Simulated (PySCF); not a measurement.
SMILES [CH3][Ga]([Cl])[Br] (CH₃BrClGa), singlet, B3LYP/def2-SVP optimised geometry.

```
7

Ga    -0.53     0.04     0.00
Cl    -1.67     1.88     0.00
Br    -1.82    -1.88     0.02
C      1.43     0.04     0.00
H      1.82    -0.97    -0.20
H      1.78     0.37     0.99
H      1.79     0.74    -0.76
```

Density from B3LYP/def2-TZVP in PySCF at that geometry.

Minimum of the electron density along straight lines between bonded atoms, close to the bond critical point (lines longer than 1.1 times the sum of covalent radii, or with two minima, are not listed):

```csv
bond,length / Å,ρ at the minimum / e bohr⁻³,∇²ρ there / e bohr⁻⁵,position (fraction from the first atom)
Ga1–Cl2,2.165,0.093,0.25,0.44
Ga1–Br3,2.307,0.084,0.15,0.43
Ga1–C4,1.962,0.115,0.16,0.48
C4–H5,1.099,0.272,-0.91,0.64
C4–H6,1.101,0.268,-0.88,0.64
C4–H7,1.100,0.270,-0.89,0.64
```
